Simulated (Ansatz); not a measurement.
Computed with B3LYP-D3(BJ)/def2-TZVP in Ansatz (a program for electronic structure). No frequencies were computed at this level.

Ansatz 0.2 input:
```yaml
crystal:
  periodic: [false, false, false]
  atoms:
    - { symbol: C, position_ang: [-1.315657, -0.03212, 0.49362] }
    - { symbol: O, position_ang: [-0.111483, 0.644478, 0.31604] }
    - { symbol: Si, position_ang: [1.300749, 0.0949, -0.258364] }
    - { symbol: H, position_ang: [-1.196414, -0.868525, 1.187459] }
    - { symbol: H, position_ang: [-1.690834, -0.420209, -0.457081] }
    - { symbol: H, position_ang: [-2.042341, 0.671006, 0.903771] }
    - { symbol: H, position_ang: [2.074945, 1.319642, -0.157241] }
    - { symbol: H, position_ang: [1.160766, -0.405578, -1.630186] }
    - { symbol: H, position_ang: [1.820273, -1.003593, 0.563452] }
basis:
  gaussian: { orbitals: def2-tzvp }
hamiltonian:
  xc: b3lyp
  dispersion: d3bj
relax:
  max_steps: 150
```

Output:

```
Functional definition: B3LYP
856 factors; their error is unknown
mean field evaluation 1: about -11056.5418 eV, gradient 5.5e1 eV
mean field evaluation 2: about -11045.9931 eV, gradient 9.3e1 eV
mean field evaluation 4: about -11062.2669 eV, gradient 4.7e0 eV
mean field evaluation 8: about -11062.3107 eV, gradient 2.5e-2 eV
mean field evaluation 16: about -11062.3319 eV, gradient 4.7e-5 eV
mean field -11062.33194749 eV, -406.5332007523 hartree, gradient 4.7e-5 eV, S^2 0.000000; 0 other end points of the search recorded, 0 dependent functions left out
reference -11062.33220670 eV, -406.5332102782 hartree; 17, 17 occupied and 118, 118 virtual orbitals, 856 factors
relax step   1: F+E_penalty+E_count = -11062.56862430 eV  Δ(F+E_penalty+E_count) = +0.000e0 eV  max|allowed force component| = 6.612e-1 eV/Å  Δτ_max = 0.0000 Å  (25 SCF iters, accepted)
these checks for a lower state are left out or cut short: starts, cluster_reference, orbital_swaps, neighbouring_geometries, increment
856 factors; their error is unknown
mean field -11062.40424351 eV, -406.5358575822 hartree, gradient 1.6e-5 eV, S^2 0.000000; 0 other end points of the search recorded, 0 dependent functions left out
reference -11062.40450326 eV, -406.5358671277 hartree; 17, 17 occupied and 118, 118 virtual orbitals, 856 factors
relax step   2: F+E_penalty+E_count = -11062.63881396 eV  Δ(F+E_penalty+E_count) = -7.019e-2 eV  max|allowed force component| = 3.052e-1 eV/Å  Δτ_max = 0.1136 Å  (29 SCF iters, accepted)
these checks for a lower state are left out or cut short: starts, cluster_reference, orbital_swaps, neighbouring_geometries, increment
856 factors; their error is unknown
mean field -11062.41294214 eV, -406.5361772510 hartree, gradient 1.5e-5 eV, S^2 0.000000; 0 other end points of the search recorded, 0 dependent functions left out
reference -11062.41320165 eV, -406.5361867876 hartree; 17, 17 occupied and 118, 118 virtual orbitals, 856 factors
relax step   3: F+E_penalty+E_count = -11062.64752603 eV  Δ(F+E_penalty+E_count) = -8.712e-3 eV  max|allowed force component| = 2.132e-1 eV/Å  Δτ_max = 0.0473 Å  (29 SCF iters, accepted)
these checks for a lower state are left out or cut short: starts, cluster_reference, orbital_swaps, neighbouring_geometries, increment
856 factors; their error is unknown
mean field evaluation 32: about -11062.3941 eV, gradient 5.3e-3 eV
mean field -11062.41569501 eV, -406.5362784171 hartree, gradient 1.5e-5 eV, S^2 0.000000; 0 other end points of the search recorded, 0 dependent functions left out
reference -11062.41595401 eV, -406.5362879350 hartree; 17, 17 occupied and 118, 118 virtual orbitals, 856 factors
relax step   4: F+E_penalty+E_count = -11062.65097731 eV  Δ(F+E_penalty+E_count) = -3.451e-3 eV  max|allowed force component| = 1.366e-1 eV/Å  Δτ_max = 0.0203 Å  (29 SCF iters, accepted)
these checks for a lower state are left out or cut short: starts, cluster_reference, orbital_swaps, neighbouring_geometries, increment
856 factors; their error is unknown
mean field -11062.41776334 eV, -406.5363544267 hartree, gradient 1.7e-5 eV, S^2 0.000000; 0 other end points of the search recorded, 0 dependent functions left out
reference -11062.41802165 eV, -406.5363639194 hartree; 17, 17 occupied and 118, 118 virtual orbitals, 856 factors
relax step   5: F+E_penalty+E_count = -11062.65483302 eV  Δ(F+E_penalty+E_count) = -3.856e-3 eV  max|allowed force component| = 3.710e-2 eV/Å  Δτ_max = 0.0364 Å  (28 SCF iters, accepted)
these checks for a lower state are left out or cut short: starts, cluster_reference, orbital_swaps, neighbouring_geometries, increment
856 factors; their error is unknown
mean field -11062.41743861 eV, -406.5363424931 hartree, gradient 1.5e-5 eV, S^2 0.000000; 0 other end points of the search recorded, 0 dependent functions left out
reference -11062.41769672 eV, -406.5363519783 hartree; 17, 17 occupied and 118, 118 virtual orbitals, 856 factors
relax step   6: F+E_penalty+E_count = -11062.65501283 eV  Δ(F+E_penalty+E_count) = -1.798e-4 eV  max|allowed force component| = 2.392e-2 eV/Å  Δτ_max = 0.0110 Å  (30 SCF iters, accepted)
these checks for a lower state are left out or cut short: starts, cluster_reference, orbital_swaps, neighbouring_geometries, increment
856 factors; their error is unknown
mean field -11062.41747239 eV, -406.5363437344 hartree, gradient 1.5e-5 eV, S^2 0.000000; 0 other end points of the search recorded, 0 dependent functions left out
reference -11062.41773048 eV, -406.5363532193 hartree; 17, 17 occupied and 118, 118 virtual orbitals, 856 factors
relax step   7: F+E_penalty+E_count = -11062.65502968 eV  Δ(F+E_penalty+E_count) = -1.685e-5 eV  max|allowed force component| = 8.489e-3 eV/Å  Δτ_max = 0.0021 Å  (30 SCF iters, accepted)
856 factors; their error is unknown
mean field evaluation 64: about -11062.3533 eV, gradient 4.6e0 eV
mean field -11062.41747239 eV, -406.5363437344 hartree, gradient 5.1e-5 eV, S^2 0.000000; 1 other end points of the search recorded, 0 dependent functions left out
reference -11062.41773048 eV, -406.5363532193 hartree; 17, 17 occupied and 118, 118 virtual orbitals, 856 factors
Total energy: -11062.65528778 eV, -406.5450832887 hartree
Atom 0 at    -1.318333    -0.043666     0.491277 Å, force    -0.008489     0.007401     0.004570 eV/Å
Atom 1 at    -0.141554     0.735475     0.349887 Å, force    -0.004384    -0.004452     0.000104 eV/Å
Atom 2 at     1.273683     0.137153    -0.238707 Å, force    -0.004565    -0.004965     0.000019 eV/Å
Atom 3 at    -1.160268    -0.884157     1.174983 Å, force     0.005557     0.000528    -0.000857 eV/Å
Atom 4 at    -1.656059    -0.434595    -0.474114 Å, force     0.005211     0.000841    -0.002007 eV/Å
Atom 5 at    -2.099706     0.596142     0.900611 Å, force    -0.000756    -0.001097    -0.000072 eV/Å
Atom 6 at     2.238542     1.253918    -0.224344 Å, force     0.000687    -0.002694    -0.000941 eV/Å
Atom 7 at     1.097418    -0.376887    -1.621438 Å, force     0.002650     0.002871    -0.002803 eV/Å
Atom 8 at     1.766281    -0.983381     0.603315 Å, force     0.004089     0.001566     0.001986 eV/Å
Dipole moment:    -0.151548    -0.182362    -0.004152 e Å
```

Cost: very roughly 22 core-seconds.
